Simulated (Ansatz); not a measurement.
`Cl[SiH2][SnH3]` + HBr → `[Br][SnH3]` + `[SiH3]Cl` at 400 K and 1 bar (cleavage of the Sn–Si bond).

Gas-phase electronic energies from Ansatz, PBE0-D4/def2-TZVP geometries. CBS: MP2 limit from def2 TZ/QZ plus the TZ coupled-cluster correction, frozen cores. This one scheme is used for every species. def2 core potentials past Kr. For Br, Sn outer-core shells are correlated without core-valence functions, which leaves a few kJ/mol of doubt a bond. Scalar relativity is left out up to krypton.

```json
{"species": "`Cl[SiH2][SnH3]`", "CCSD(T)/CBS energy (Eh)": "-965.91563", "H − E (kJ/mol)": "132.5", "S (J/(mol·K))": "381.7"}
{"species": "HBr", "CCSD(T)/CBS energy (Eh)": "-2573.91920", "H − E (kJ/mol)": "27.6", "S (J/(mol·K))": "207.2"}
{"species": "`[Br][SnH3]`", "CCSD(T)/CBS energy (Eh)": "-2789.16986", "H − E (kJ/mol)": "75.3", "S (J/(mol·K))": "307.1"}
{"species": "`[SiH3]Cl`", "CCSD(T)/CBS energy (Eh)": "-750.69636", "H − E (kJ/mol)": "85.8", "S (J/(mol·K))": "267.3"}
```

H − E and S are ideal-gas, rigid-rotor, harmonic terms from PBE0-D4/def2-TZVP. 1 Eh = 2625.50 kJ/mol, R = 8.31446 J/(mol·K).

Question: By hand: ΔE, ΔH, ΔS and ΔG.

Answer: ΔE = (-2789.16986) + (-750.69636) − (-965.91563) − (-2573.91920) = -0.03139 Eh = -82.4 kJ/mol. Δ(H − E) = 75.3 + 85.8 − 132.5 − 27.6 = 1.0, so ΔH = -81.4 kJ/mol. ΔS = 307.1 + 267.3 − 381.7 − 207.2 = -14.5 J/(mol·K). ΔG = -81.4 − 400 × (-14.5)/1000 = -75.6 kJ/mol.

Question: By hand: the equilibrium constant, and the temperature at which ΔG would vanish if ΔH and ΔS stayed fixed.

Answer: log₁₀ K = −ΔG/(RT ln 10) = 9.9. ΔG = 0 at ΔH/ΔS = 5614 K, far beyond where these terms or the molecules hold.

The number of gas molecules stays the same, so ΔS is small and ΔH decides. A doubt of 5 kJ/mol in ΔE shifts log₁₀ K by 0.7 here. These are equilibria of isolated gas molecules and say nothing of rates. Largest T1 diagnostic: 0.012 (customary marks: 0.02 for closed shells, 0.045 for open ones).
